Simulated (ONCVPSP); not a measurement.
# Pseudopotential generation for oxygen: ONCV, PBE, non-relativistic.

The input file (ONCVPSP 4.0.1):

```
# ATOM AND REFERENCE CONFIGURATION
# atsym  z   nc   nv     iexc    psfile
  O 8.00    1    2        4      upf
#
#   n    l    f
    1    0    2.00
    2    0    1.75
    2    1    4.25
#
# PSEUDOPOTENTIAL AND OPTIMIZATION
# lmax
    2
#
#   l,   rc,      ep,       ncon, nbas, qcut
    0    0.70    0.00    4    9    9.60
    1    1.80    0.00    4    7    8.60
    2    1.85    0.29    4    8    6.20
#
# LOCAL POTENTIAL
# lloc, lpopt,  rc(5),   dvloc0
    0    5    0.70    0.00
#
# VANDERBILT-KLEINMAN-BYLANDER PROJECTORs
# l, nproj, debl
    0    0    3.30
    1    3    0.90
    2    3    1.50
#
# MODEL CORE CHARGE
# icmod, fcfact, rcfact
    1    0.65    0.00
#
# LOG DERIVATIVE ANALYSIS
# epsh1, epsh2, depsh
   -2.00    5.00    0.02
#
# OUTPUT GRID
# rlmax, drl
    6.00    0.01
#
# TEST CONFIGURATIONS
# ncnf
    4
# nvcnf
#   n    l    f
    2
    2    0    2.00
    2    1    4.00
#
    2
    2    0    2.00
    2    1    3.00
#
    2
    2    0    2.00
    2    1    2.00
#
    2
    2    0    2.00
    2    1    0.00
#
```

Command:

```bash
oncvpspnr.x < O.dat > O.out
```

The program printed (shortened: citation, most of the input echo, consistency checks and plot data are left out):

```
ONCVPSP  (Optimized Norm-Conservinng Vanderbilt PSeudopotential)
scalar-relativistic version 4.0.1

#   n    l    f        energy (Ha)
    1    0    2.00    -1.8905278E+01
    2    0    1.75    -8.8313430E-01
    2    1    4.25    -3.3606044E-01

Reference configufation results
  iterations    20
  all-electron total energy (Ha)   -7.48084277D+01

Begin loop to  construct optimized pseudo wave functions
and semi-local pseudopoentials for all angular momenta

Calculating optimized projector #   1

 for l=   0

    Fraction of norm inside rc  0.185815
    Optimizing pswf for qcut=   9.63 a_B^-1,  ecut=  46.36 Ha
    Residual kinetic energy error=  3.53D-04 Ha

    Energy error per electron        Cutoff
         Ha          eV             Ha
         0.01000     0.27211       29.15
         0.00100     0.02721       41.50
         0.00010     0.00272       74.30
         0.00001     0.00027      216.47

   Wellstate for l =  1  n =  3
     eigenvalue =   0.5639
     asymptotic potential =   1.0639
     half-point radius =  3.6779

   Wellstate for l =  1  n =  4
     eigenvalue =   1.4639
     asymptotic potential =   1.9639
     half-point radius =  4.1328

Calculating optimized projector #   1

 for l=   1

    Fraction of norm inside rc  0.811529
    Optimizing pswf for qcut=   8.60 a_B^-1,  ecut=  36.97 Ha
    Residual kinetic energy error=  7.98D-08 Ha

    Energy error per electron        Cutoff
         Ha          eV             Ha
         0.01000     0.27211       18.31
         0.00100     0.02721       23.47
         0.00010     0.00272       27.85
         0.00001     0.00027       31.22

Calculating optimized projector #   2

 for l=   1

    Fraction of norm inside rc  0.149856
    Optimizing pswf for qcut=   8.60 a_B^-1,  ecut=  36.97 Ha
    Residual kinetic energy error=  3.00D-07 Ha

    Energy error per electron        Cutoff
         Ha          eV             Ha
         0.01000     0.27211       17.50
         0.00100     0.02721       23.55
         0.00010     0.00272       28.41
         0.00001     0.00027       32.41

Calculating optimized projector #   3

 for l=   1

    Fraction of norm inside rc  0.136597
    Optimizing pswf for qcut=   8.60 a_B^-1,  ecut=  36.97 Ha
    Residual kinetic energy error=  1.45D-06 Ha

    Energy error per electron        Cutoff
         Ha          eV             Ha
         0.01000     0.27211       18.89
         0.00100     0.02721       25.28
         0.00010     0.00272       30.17
         0.00001     0.00027       34.12

   Wellstate for l =  2  n =  3
     eigenvalue =   0.2900
     asymptotic potential =   0.7900
     half-point radius =  7.3165

   Wellstate for l =  2  n =  4
     eigenvalue =   1.7900
     asymptotic potential =   2.2900
     half-point radius =  3.6536

   Wellstate for l =  2  n =  5
     eigenvalue =   3.2900
     asymptotic potential =   3.7900
     half-point radius =  3.6380

Calculating optimized projector #   1

 for l=   2

    Fraction of norm inside rc  0.017089
    Optimizing pswf for qcut=   6.20 a_B^-1,  ecut=  19.24 Ha
    Residual kinetic energy error=  2.47D-07 Ha

    Energy error per electron        Cutoff
         Ha          eV             Ha
         0.01000     0.27211        1.04
         0.00100     0.02721        3.95
         0.00010     0.00272        8.82
         0.00001     0.00027       13.40

Calculating optimized projector #   2

 for l=   2

    Fraction of norm inside rc  0.281505
    Optimizing pswf for qcut=   6.20 a_B^-1,  ecut=  19.24 Ha
    Residual kinetic energy error=  5.85D-05 Ha

    Energy error per electron        Cutoff
         Ha          eV             Ha
         0.01000     0.27211        9.39
         0.00100     0.02721       14.21
         0.00010     0.00272       18.34
         0.00001     0.00027       30.95

Calculating optimized projector #   3

 for l=   2

    Fraction of norm inside rc  0.178024
    Optimizing pswf for qcut=   6.20 a_B^-1,  ecut=  19.24 Ha
    Residual kinetic energy error=  3.82D-04 Ha

    Energy error per electron        Cutoff
         Ha          eV             Ha
         0.01000     0.27211       12.88
         0.00100     0.02721       17.57
         0.00010     0.00272       21.85
         0.00001     0.00027       40.29

Construct Vanderbilt / Kleinmman-Bylander projectors

B matrix Hermiticity error, ll=   1
   1   2   -3.0844E-09
   1   3   -1.6902E-09
   2   3   -2.3093E-09

  Orthonormal projector coefficients -1.0064E+01 -1.9775E+00 -6.7439E-01

B matrix Hermiticity error, ll=   2
   1   2   -1.9232E-09
   1   3   -1.6014E-09
   2   3    9.8449E-10

  Orthonormal projector coefficients  8.4969E+01 -1.3224E+00 -9.2551E-01

Model core correction analysis
  based on d2Exc/dn_idn_j

d2excae - all-electron derivatives

   -5.219516D-02   -4.339993D-02
   -4.357279D-02   -4.006965D-02

d2excps - pseudofunction derivatives with no core correction

   -5.020304D-02   -4.518642D-02
   -4.535794D-02   -4.088487D-02

rms 2nd derivative error    1.659176E-03

Polynomial model core charge

d2excps - pseudofunction derivatives with core correction

   -4.969667D-02   -4.477581D-02
   -4.494738D-02   -4.060857D-02

rms 2nd derivative error    1.605882E-03

Pseudoatom total energy  -15.429605

Diagnostic tests using Vanderbilt-Kleinman-Bylander pseudopotentials
  1 or more projectors used as specified by nproj input data

   l    rcore       rmatch      e in        delta e   norm test  slope test

   0   0.7004018   0.7216675  -0.8831343   0.0000000   1.0000000   1.0000000

   1   1.8023046   1.8570265  -0.3360604  -0.0000001   0.9999999   0.9999997
   1   1.8023046   1.8570265   0.5639396   0.0000000   1.0000000   1.0000000
   1   1.8023046   1.8570265   1.4639396   0.0000000   1.0000000   1.0000000

   2   1.8570265   1.9134098   0.2900000  -0.0000000   1.0000000   1.0000000
   2   1.8570265   1.9134098   1.7900000   0.0000000   1.0000000   1.0000000
   2   1.8570265   1.9134098   3.2900000   0.0000000   1.0000000   1.0000000

 Testing for bound ghosts
   n   l    E NL Schr. Eq   E Basis Diag.   E Cutoff

   2   1       -0.336061       -0.334978     93.15

 Testing for highly-localized positive-energy ghosts
       l    <radius>/rc     E Basis Diag.   E Cutoff

       2        0.300820      159.945390    127.50  WARNING - GHOST(+)

Test configuration 0

   n   l     f        eae           eps        diff
   1   0  2.0000  -18.90527783
   2   0  1.7500   -0.88313430   -0.88313430    0.00D+00
   2   1  4.2500   -0.33606044   -0.33606053   -8.73D-08

    Total energies and differences
      AE_ref= -7.48084277D+01  AE_tst= -7.48084277D+01  dif=  0.00D+00
      PS_ref= -1.54296050D+01  PS_tst= -1.54296050D+01  dif=  2.49D-14
      PSP excitation error= -2.49D-14

Test configuration 1

   n   l     f        eae           eps        diff
   1   0  2.0000  -18.89862798
   2   0  2.0000   -0.87884697   -0.87829653    5.50D-04
   2   1  4.0000   -0.33212778   -0.33155483    5.73D-04

    Total energies and differences
      AE_ref= -7.48084277D+01  AE_tst= -7.49451520D+01  dif= -1.37D-01
      PS_ref= -1.54296050D+01  PS_tst= -1.55663322D+01  dif= -1.37D-01
      PSP excitation error=  2.93D-06

Test configuration 2

   n   l     f        eae           eps        diff
   1   0  2.0000  -19.59209213
   2   0  2.0000   -1.45570746   -1.45362240    2.09D-03
   2   1  3.0000   -0.89878416   -0.89207007    6.71D-03

    Total energies and differences
      AE_ref= -7.48084277D+01  AE_tst= -7.43410370D+01  dif=  4.67D-01
      PS_ref= -1.54296050D+01  PS_tst= -1.49651274D+01  dif=  4.64D-01
      PSP excitation error=  2.91D-03

Test configuration 3

   n   l     f        eae           eps        diff
   1   0  2.0000  -20.48056974
   2   0  2.0000   -2.14194294   -2.13216200    9.78D-03
   2   1  2.0000   -1.58927348   -1.56392353    2.53D-02

    Total energies and differences
      AE_ref= -7.48084277D+01  AE_tst= -7.31065080D+01  dif=  1.70D+00
      PS_ref= -1.54296050D+01  PS_tst= -1.37452751D+01  dif=  1.68D+00
      PSP excitation error=  1.76D-02

Test configuration 4

   n   l     f        eae           eps        diff
   1   0  2.0000  -22.78508909
   2   0  2.0000   -3.77176581   -3.70769625    6.41D-02

    Total energies and differences
      AE_ref= -7.48084277D+01  AE_tst= -6.83006761D+01  dif=  6.51D+00
      PS_ref= -1.54296050D+01  PS_tst= -9.07703037D+00  dif=  6.35D+00
      PSP excitation error=  1.55D-01
```

oncvpspnr.x prints “scalar-relativistic version” in its banner although the run is non-relativistic.

The run took about 2.7 s on one core of a shared server CPU.
